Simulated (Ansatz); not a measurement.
Geometry optimisation, RKS PBE/def2-SVP (Ansatz).

The input (input.yaml):

```yaml
crystal:
  periodic: [false, false, false]
  atoms:
    - { symbol: Ge, position_ang: [-0.276046, 0.167293, -0.476936] }
    - { symbol: Ge, position_ang: [-0.234111, -0.217207, 3.11054] }
    - { symbol: H, position_ang: [-0.804226, -0.853561, 4.405701] }
    - { symbol: H, position_ang: [0.954644, -1.080492, 2.618345] }
    - { symbol: H, position_ang: [0.272956, 1.211725, 3.426788] }
    - { symbol: H, position_ang: [0.353261, 1.240481, 0.45236] }
    - { symbol: H, position_ang: [-0.157211, 0.619607, -1.960986] }
    - { symbol: H, position_ang: [0.414955, -1.212115, -0.279921] }
    - { symbol: O, position_ang: [-2.008565, 0.045144, -0.088863] }
    - { symbol: Al, position_ang: [-3.448213, -0.899373, -0.171062] }
    - { symbol: H, position_ang: [-3.354783, -2.431192, -0.619315] }
    - { symbol: H, position_ang: [-4.80301, -0.167374, 0.239239] }
    - { symbol: H, position_ang: [-1.329452, -0.161135, 2.014209] }
basis:
  gaussian: { orbitals: def2-SVP }
hamiltonian:
  xc: pbe
relax:
  f_tol: 0.03
  max_steps: 50
output:
  orbitals: {}
```

Launched with:

```bash
$ ansatz run input.yaml --threads 4 --pin off --max-ram 5120MiB --backend cpu --events-out ev --progress --plain --runs-dir out
```

**Question.** Where does it end, and by what steps?

**Answer.** The run converged. The force dipped under the threshold on the way, but the program's further checks kept it going. After 31 steps the energy has fallen by 0.263 eV; H11 moved furthest, 1.65 Å.

| step | energy less start (eV) | largest force component (eV/Å) | accepted |
| --- | --- | --- | --- |
| 0 | 0.0000 | 0.432 | yes |
| 2 | -0.1311 | 0.218 | yes |
| 4 | -0.1349 | 0.026 | yes |
| 6 | -0.1404 | 0.042 | yes |
| 8 | -0.1414 | 0.020 | yes |
| 10 | -0.1427 | 0.121 | yes |
| 12 | -0.1450 | 0.019 | yes |
| 14 | -0.1471 | 0.151 | yes |
| 16 | -0.1499 | 0.111 | yes |
| 18 | -0.1617 | 0.212 | yes |
| 20 | -0.1997 | 0.267 | yes |
| 22 | -0.2369 | 0.110 | yes |
| 24 | -0.2502 | 0.087 | yes |
| 26 | -0.2570 | 0.111 | yes |
| 28 | -0.2609 | 0.052 | yes |
| 30 | -0.2627 | 0.047 | yes |
| 31 | -0.2633 | 0.026 | yes |

```xyz
13
Properties=species:S:1:pos:R:3
Ge -0.066 0.232 -1.240
Ge -0.865 -0.367 3.324
H -1.149 -1.319 4.507
H 0.200 -0.947 2.369
H -0.484 1.052 3.804
H 0.959 1.081 -0.435
H -0.346 0.888 -2.619
H 0.467 -1.220 -1.425
O -1.597 0.207 -0.326
Al -2.733 -0.752 0.554
H -2.444 -2.317 0.755
H -4.143 -0.065 0.866
H -2.219 -0.211 2.537
```

Whether the end is a true minimum wasn't checked by a vibrational analysis.

Time of the run: 52 s on 4 threads of Arm Neoverse V2, with other jobs on the host, peak memory 0.22 GiB.
